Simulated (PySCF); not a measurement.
Ligands exchanged one at a time, Sn H-Cl. All species are isolated molecules in the gas phase. Strings in code marks are SMILES.

Method: PBE-D3(BJ)/def2-TZVP // B3LYP-D3(BJ)/def2-TZVP run with PySCF. All candidates: neutral, multiplicity 1. 

| Property | Result |
|---|---|
| HOMO | -7.58 eV |
| dipole moment | 2.56 D |
| HOMO–LUMO gap | 5.12 eV |

Name which member has these values.
A. `[Cl][SnH3]`
B. `[Cl][SnH2][Cl]`
C. `[SnH4]`

B, `[Cl][SnH2][Cl]`. The others give `[Cl][SnH3]`: -7.24 eV, 2.45 D, 5.45 eV; `[SnH4]`: -7.93 eV, 0.00 D, 7.60 eV
